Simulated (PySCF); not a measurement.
## How methods differ on the excitation energy of B⁺

B⁺ [He] 2s2 (1S) → B⁺ [He] 2s1 2p1 (3P), as a difference of total energies. Computed with PySCF 2.14 in aug-cc-pVTZ-DK (5s4p3d2f, 46 functions), with the spin-free X2C one-electron Hamiltonian (Gaussian nucleus). Correlated levels: valence: 1s2 frozen. The calculations carry no spin-orbit coupling.

```csv
method,excitation energy (eV)
UHF,3.156
MP2 (valence),4.052
SCS-MP2 (valence),4.303
CCSD (valence),4.651
```

Errors of the correlated levels include the incompleteness of this basis and the frozen core.

With two correlated electrons CCSD is exact in that space.

Q: Which method comes closest to the reference value, and which is furthest?

A: The reference is 4.631 eV (measured; NIST levels, between the centres of gravity of the two terms). Closest: CCSD (valence) (error 0.020 eV); furthest: UHF (error -1.475 eV).
